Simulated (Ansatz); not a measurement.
C₄H₁₁B, SMILES `BC(C)CC`. Charge 0, multiplicity 1.

```xyz
16

B     0.9147   -0.9500    1.0260
C    -0.0330    0.1903    0.5609
C    -1.3200   -0.1509    1.3466
C    -0.3047    0.2567   -0.9361
C     0.9322    0.6177   -1.7406
H     0.9857   -1.9706    0.3970
H     1.5021   -0.8781    2.0684
H     0.3103    1.1702    0.9151
H    -2.0994    0.5787    1.1085
H    -1.1653   -0.1326    2.4280
H    -1.7078   -1.1379    1.0759
H    -0.6892   -0.7142   -1.2706
H    -1.0991    0.9865   -1.1361
H     1.3331    1.5875   -1.4318
H     1.7232   -0.1257   -1.6009
H     0.7174    0.6724   -2.8102
```

Q: What are the harmonic wavenumbers in cm⁻¹ at PBE0-D4/def2-TZVP (Ansatz, finite differences of forces, unscaled)? (An estimate is asked.)

A: The calculation gave: 118, 168, 179, 220, 237, 272, 376, 430, 773, 781, 857, 892, 962, 971, 1024, 1038, 1105, 1121, 1190, 1221, 1271, 1285, 1350, 1378, 1390, 1404, 1478, 1486, 1491, 1494, 1495, 2559, 2638, 3022, 3032, 3035, 3038, 3060, 3103, 3106, 3119, 3120.

Q: Is this a minimum?

A: Yes, all 42 modes are real.

Q: Give the ideal-gas thermochemistry at 298.15 K and 1 bar (rigid rotor, harmonic oscillator; point group C1, symmetry number 1).

A: Zero-point energy 372.6 kJ/mol; H(298) − E = 394.6 kJ/mol; entropy 340.3 J/(mol·K), of which translation 161.8, rotation 108.4, vibration 70.1; G(298) − E = 293.1 kJ/mol.

Q: Rotational constants (cm⁻¹)?

A: 0.2692, 0.1118, 0.08873.
